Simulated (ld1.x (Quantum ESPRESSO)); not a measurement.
**Transferability test, PAW potential for zinc**

* Element: zinc (Zn)
* Generator: ld1.x (Quantum ESPRESSO) 7.5
* Type: PAW
* Functional: PBEsol
* Relativity: scalar-relativistic
* Frozen core: [Ne] 3s2
* Valence charge: 18
* Reference configuration: 3p6 3d10 4s1 4p0 (charge +1)
* Partial waves: 4s (bound): rcut 1.50, rcutus 2.05 bohr; 4s channel at 2.15 Ry: rcut 1.50, rcutus 2.05 bohr; 3p (bound): rcut 1.00, rcutus 1.05 bohr; 4p (bound, empty): rcut 1.00, rcutus 1.05 bohr; 3d (bound): rcut 1.00, rcutus 1.40 bohr; 3d channel at -1 Ry: rcut 1.00, rcutus 1.40 bohr
* Local potential: all-electron potential smoothed inside 2.06 bohr (lloc = -2)
* Core correction: Bessel-smoothed model core, default radius (core density twice the valence density)
* Augmentation charge: BESSEL, radius 0.80 bohr

Energies are relative to the spin-unpolarised reference configuration 3p6 3d10 4s1 4p0; without spin polarisation the order of configurations can differ from experiment.

```tsv
valence configuration	charge	ΔE all-electron (eV)	error AE − PS (meV)
3p6 3d10 4s2 4p0	0	-9.899	+2.2
3p6 3d10 4s0 4p0	+2	18.348	-0.3
3p6 3d8 4s0 4p0	+4	120.638	-323
3p6 3d9 4s2 4p0	+1	8.034	-11
3p5 3d10 4s2 4p0	+1	81.992	-94
```

(1) What are ΔE and the potential's error for 3p6 3d9 4s2 4p1?

(2) What are ΔE and the potential's error for 3p6 3d9 4s0 4p0?

## Answers

(1) ΔE = 2.383 eV all-electron; the error (AE − PS) is -19 meV.

(2) ΔE = 58.857 eV all-electron; the error (AE − PS) is -49 meV.
